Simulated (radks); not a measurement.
Cu, configuration [Ar] 3d9 4s2 (not the ground configuration). All-electron calculation, scalar-relativistic Kohn-Sham, r2SCAN, spin-unpolarised, spherical densities, finite nucleus; meta-GGA in the generalised Kohn-Sham scheme; Fermi nuclear charge, rms radius 3.8823 fm. Program: a radial shooting solver on a logarithmic mesh with Libxc functionals. Some entries of the table are withheld. Estimate them.

orbital,occ.,eigenvalue (hartree),<r^2> (bohr^2),r(max) (bohr)
1s,2,-326.4795,0.003658,0.03412
2s,2,(1),0.06508,0.1964
2p,6,-34.17912,0.05225,0.1583
3s,2,-4.55902,(2),(3)
3p,6,-2.93274,0.6542,(4)
3d,9,-0.35926,1.237,0.5993
4s,2,-0.22227,8.667,2.177

Answer. 
(1) 2s eigenvalue (hartree): -39.64546
(2) 3s <r^2> (bohr^2): 0.5801
(3) 3s r(max) (bohr): 0.6121
(4) 3p r(max) (bohr): 0.6186
